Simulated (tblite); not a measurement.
Parent: `[CH3:1][CH2:2][C@@H:3]([CH3:4])[P:5]1[CH:6]=[CH:7]1` with C1–C2–C3–C4 175°, C2–C3–P5–C6 112°, C6H11P.

Structures optimised with GFN2-xTB, isolated species. One conformer each, not checked by frequencies here.

```tsv
coordinate of the parent	value
C1–C2	1.522 Å
C2–C3	1.528 Å
C3–C4	1.527 Å
C3–P5	1.899 Å
P5–C6	1.835 Å
C6=C7	1.309 Å
P5–C7	1.835 Å
C1–C2–C3	112.0°
C2–C3–C4	111.0°
C2–C3–P5	110.2°
C4–C3–P5	108.9°
C3–P5–C6	101.1°
C3–P5–C7	100.4°
C6–P5–C7	41.8°
P5–C6–C7	69.1°
P5–C7–C6	69.1°
```

Question: How does the shared frame change in `[CH3:1][CH2:2][C@@H:3]([CH3:4])[PH+:5]1[CH:6]=[CH:7]1` (charge +1) with C1–C2–C3–C4 -176°, C2–C3–P5–C6 114°, [C6H12P]+? Atoms pair as C1 = C1, C2 = C2, C3 = C3, C4 = C4, P5 = P5, C6 = C6, C7 = C7 (parent first).

Answer: 
```
  parent  relative  value in the relative  change
   C1–C2     C1–C2                1.521 Å  -0.001
   C2–C3     C2–C3                1.528 Å   0.000
   C3–C4     C3–C4                1.527 Å   0.000
   C3–P5     C3–P5                1.850 Å  -0.049
   P5–C6     P5–C6                1.787 Å  -0.048
   C6=C7     C6=C7                1.329 Å  +0.020
   P5–C7     P5–C7                1.788 Å  -0.047
C1–C2–C3  C1–C2–C3                 111.6°    -0.4
C2–C3–C4  C2–C3–C4                 113.3°    +2.3
C2–C3–P5  C2–C3–P5                 108.5°    -1.7
C4–C3–P5  C4–C3–P5                 108.5°    -0.4
C3–P5–C6  C3–P5–C6                 126.0°   +24.9
C3–P5–C7  C3–P5–C7                 119.7°   +19.3
C6–P5–C7  C6–P5–C7                  43.7°    +1.9
P5–C6–C7  P5–C6–C7                  68.2°    -0.9
P5–C7–C6  P5–C7–C6                  68.1°    -1.0
```

Of the parent's bonds, C3–P5 and P5–C6 change most and about equally (-0.049 to -0.048 Å). Point group C1 → C1.

Question: How does the shared frame change in `[CH3:1][CH2:2][C@H:3]([CH3:4])[P:5]1(=[O:6])[CH:7]=[CH:8]1` with C1–C2–C3–C4 176°, C2–C3–P5–O6 52°, C6H11OP? Atoms pair as C1 = C1, C2 = C2, C3 = C3, C4 = C4, P5 = P5, C6 = C7, C7 = C8 (parent first).

Answer: 
| parent | relative | value in the relative | change |
| --- | --- | --- | --- |
| C1–C2 | C1–C2 | 1.521 Å | -0.001 |
| C2–C3 | C2–C3 | 1.522 Å | -0.006 |
| C3–C4 | C3–C4 | 1.523 Å | -0.004 |
| C3–P5 | C3–P5 | 1.846 Å | -0.053 |
| P5–C6 | P5–C7 | 1.799 Å | -0.036 |
| C6=C7 | C7=C8 | 1.342 Å | +0.033 |
| P5–C7 | P5–C8 | 1.802 Å | -0.033 |
| C1–C2–C3 | C1–C2–C3 | 111.0° | -1.0 |
| C2–C3–C4 | C2–C3–C4 | 112.7° | +1.7 |
| C2–C3–P5 | C2–C3–P5 | 107.3° | -2.9 |
| C4–C3–P5 | C4–C3–P5 | 106.9° | -2.0 |
| C3–P5–C6 | C3–P5–C7 | 114.9° | +13.8 |
| C3–P5–C7 | C3–P5–C8 | 112.3° | +11.9 |
| C6–P5–C7 | C7–P5–C8 | 43.8° | +2.0 |
| P5–C6–C7 | P5–C7–C8 | 68.3° | -0.8 |
| P5–C7–C6 | P5–C8–C7 | 68.0° | -1.1 |

Of the parent's bonds, C3–P5 changes most (-0.053 Å). Bonds of the relative outside the shared frame: P5=O6 1.468 Å. Point group C1 → C1.

Question: How does the shared frame change in `[CH3:1][CH2:2][C@@H:3]([CH3:4])[P+:5]1([CH3:6])[CH:7]=[CH:8]1` (charge +1) with C1–C2–C3–C4 -178°, C2–C3–P5–C6 107°, [C7H14P]+? Atoms pair as C1 = C1, C2 = C2, C3 = C3, C4 = C4, P5 = P5, C6 = C7, C7 = C8 (parent first).

Answer: 
```tsv
parent	relative	value in the relative	change
C1–C2	C1–C2	1.521 Å	-0.001
C2–C3	C2–C3	1.528 Å	0.000
C3–C4	C3–C4	1.523 Å	-0.004
C3–P5	C3–P5	1.857 Å	-0.042
P5–C6	P5–C7	1.786 Å	-0.049
C6=C7	C7=C8	1.331 Å	+0.022
P5–C7	P5–C8	1.789 Å	-0.046
C1–C2–C3	C1–C2–C3	111.7°	-0.3
C2–C3–C4	C2–C3–C4	113.3°	+2.3
C2–C3–P5	C2–C3–P5	108.6°	-1.6
C4–C3–P5	C4–C3–P5	109.2°	+0.3
C3–P5–C6	C3–P5–C7	119.4°	+18.3
C3–P5–C7	C3–P5–C8	117.2°	+16.8
C6–P5–C7	C7–P5–C8	43.7°	+1.9
P5–C6–C7	P5–C7–C8	68.3°	-0.8
P5–C7–C6	P5–C8–C7	68.0°	-1.1
```

Of the parent's bonds, P5–C6 changes most (-0.049 Å). Bonds of the relative outside the shared frame: P5–C6 1.820 Å. Point group C1 → C1.

These are computed values.
